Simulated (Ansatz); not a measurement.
Two members of one family (Series SiHMe2X), computed with Ansatz in the gas phase. Binding counts from free atoms in the multiplicity of their measured ground term, without zero-point energy. A dash marks a value that wasn't run or was left out as unsound. The structures are stationary points that may keep the symmetry of their start. Remarks come from the PBE and PBE0 runs and from stability tests at other levels; not every state was tested. HOMO above LUMO (over both spins in singlets and doublets, within one spin in higher multiplets; at PBE or PBE0), or a gap under 0.15 eV within one spin, warns that the state may not be the lowest or that an electron is smeared out.

First: SiHMe2(NMe2) (singlet, charge 0, PBE-D4/def2-SVP geometry).

```xyz
19

Si   -0.191   -0.363   -0.850
H    -0.655   -1.749   -1.231
C    -1.586    0.848   -1.276
H    -2.513    0.601   -0.719
H    -1.826    0.818   -2.359
H    -1.304    1.890   -1.018
C     1.362    0.105   -1.817
H     1.173   -0.014   -2.904
H     2.220   -0.543   -1.546
H     1.655    1.161   -1.647
N     0.187   -0.445    0.867
C    -0.727   -1.106    1.775
C     1.089    0.482    1.516
H    -0.174   -1.648    2.579
H    -1.340   -1.856    1.233
H    -1.432   -0.402    2.288
H     1.804    0.916    0.788
H     0.566    1.335    2.021
H     1.693   -0.032    2.302
```

```json
{"level": "PBE-D4/def2-SVP", "HOMO (eV)": "-4.60", "LUMO (eV)": "0.68", "gap (eV)": "5.29", "vertical IE (eV)": "–", "binding per atom (eV)": "3.95"}
{"level": "PBE-D4/def2-TZVP", "HOMO (eV)": "-4.77", "LUMO (eV)": "0.17", "gap (eV)": "4.94", "vertical IE (eV)": "7.77", "binding per atom (eV)": "3.93"}
{"level": "r2SCAN-D4/def2-TZVP", "HOMO (eV)": "-5.00", "LUMO (eV)": "0.85", "gap (eV)": "5.85", "vertical IE (eV)": "–", "binding per atom (eV)": "3.87"}
{"level": "PBE0-D4/def2-SVP", "HOMO (eV)": "-5.95", "LUMO (eV)": "1.52", "gap (eV)": "7.47", "vertical IE (eV)": "–", "binding per atom (eV)": "3.91"}
{"level": "PBE0-D4/def2-TZVP", "HOMO (eV)": "-6.06", "LUMO (eV)": "0.95", "gap (eV)": "7.02", "vertical IE (eV)": "7.91", "binding per atom (eV)": "3.88"}
```

Second: SiHMe2(nBu) (singlet, charge 0, PBE-D4/def2-SVP geometry).

```csv
atom,x (Å),y (Å),z (Å)
Si1,1.183,-0.919,-0.892
H2,1.394,-0.105,-2.151
C3,2.870,-1.341,-0.142
H4,3.437,-0.423,0.116
H5,3.489,-1.932,-0.848
H6,2.752,-1.938,0.787
C7,0.252,-2.507,-1.345
H8,0.833,-3.119,-2.065
H9,-0.731,-2.285,-1.810
H10,0.069,-3.128,-0.444
C11,0.173,0.123,0.336
C12,-1.210,0.566,-0.167
C13,-2.038,1.373,0.848
C14,-1.423,2.719,1.241
H15,0.067,-0.466,1.277
H16,0.793,1.006,0.607
H17,-1.089,1.169,-1.096
H18,-1.797,-0.329,-0.468
H19,-3.051,1.545,0.422
H20,-2.196,0.755,1.761
H21,-2.080,3.278,1.937
H22,-0.441,2.596,1.745
H23,-1.257,3.362,0.350
```

What does the change do? Estimate second minus first.


```json
{"level": "PBE-D4/def2-SVP", "Δ HOMO (eV)": "-2.03", "Δ LUMO (eV)": "0.06", "Δ gap (eV)": "2.09", "Δ vertical IE (eV)": "–", "Δ binding per atom (eV)": "0.11"}
{"level": "PBE-D4/def2-TZVP", "Δ HOMO (eV)": "-1.90", "Δ LUMO (eV)": "0.07", "Δ gap (eV)": "1.97", "Δ vertical IE (eV)": "1.56", "Δ binding per atom (eV)": "0.11"}
{"level": "r2SCAN-D4/def2-TZVP", "Δ HOMO (eV)": "-1.92", "Δ LUMO (eV)": "0.08", "Δ gap (eV)": "2.00", "Δ vertical IE (eV)": "–", "Δ binding per atom (eV)": "0.12"}
{"level": "PBE0-D4/def2-SVP", "Δ HOMO (eV)": "-1.98", "Δ LUMO (eV)": "0.06", "Δ gap (eV)": "2.05", "Δ vertical IE (eV)": "–", "Δ binding per atom (eV)": "0.13"}
{"level": "PBE0-D4/def2-TZVP", "Δ HOMO (eV)": "-1.86", "Δ LUMO (eV)": "0.07", "Δ gap (eV)": "1.93", "Δ vertical IE (eV)": "1.79", "Δ binding per atom (eV)": "0.12"}
```

Remarks: gap within one spin near zero at PBE or PBE0 (+1 doublet).
